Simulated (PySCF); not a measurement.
F2H2O2Si, SMILES F[Si](F)(O)O.

Geometry: ωB97X-D3(BJ)/def2-SVP. The values are those of a single conformer.

Calculation: TDA-CAM-B3LYP/def2-SVPD in PySCF.

Vertical excitations. Isolated molecule, no solvent.

```
state  energy (eV)  λ (nm)      f                                                                  main pairs
-----  -----------  ------  -----  --------------------------------------------------------------------------
S1            8.47     146  0.004                                                              HOMO→LUMO 85 %
S2            8.78     141  0.070                                          HOMO−1→LUMO 75 %, HOMO→LUMO+1 19 %
S3            9.43     131  0.054                                                            HOMO−2→LUMO 80 %
S4            9.64     129  0.088                                                            HOMO−3→LUMO 69 %
S5           10.04     123  0.001                                          HOMO→LUMO+1 56 %, HOMO−1→LUMO 15 %
S6           10.30     120  0.007                                                          HOMO−1→LUMO+1 59 %
S7           10.80     115  0.040     HOMO−4→LUMO 36 %, HOMO→LUMO+2 30 %, HOMO−1→LUMO+2 10 %, HOMO−5→LUMO 6 %
S8           10.88     114  0.022                       HOMO−2→LUMO+1 46 %, HOMO−4→LUMO 13 %, HOMO→LUMO+2 9 %
S9           10.92     114  0.021  HOMO→LUMO+2 24 %, HOMO−4→LUMO 23 %, HOMO−2→LUMO+1 18 %, HOMO−3→LUMO+1 10 %
S10          11.12     112  0.011    HOMO−1→LUMO+2 38 %, HOMO−3→LUMO+1 11 %, HOMO−5→LUMO 9 %, HOMO→LUMO+2 6 %
T1            8.05     154      0                                                              HOMO→LUMO 78 %
T2            8.29     150      0                                          HOMO−1→LUMO 67 %, HOMO→LUMO+1 22 %
T3            9.00     138      0                                                            HOMO−2→LUMO 75 %
T4            9.15     135      0                                        HOMO−3→LUMO 65 %, HOMO−2→LUMO+1 10 %
```
Triplets are in the Tamm–Dancoff approximation.
